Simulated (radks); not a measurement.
Results of a calculation; reference values are marked as such.
Q: Ionisation of Se+, [Ar] 3d10 4s2 4p3, to Se2+, [Ar] 3d10 4s2 4p2, under several functionals. Scalar-relativistic Kohn-Sham, spin-polarised, spherical densities, finite nucleus; open shells are filled with parallel spins first; a radial shooting solver on a logarithmic mesh with Libxc functionals. Known Delta-SCF values: exchange-only PBE 20.536 eV. What does exchange-only B88 give, and what is its highest occupied eigenvalue?

A: 20.561 eV by Delta-SCF; the 4p eigenvalue is -15.687 eV. NIST: 21.20 eV (measured).
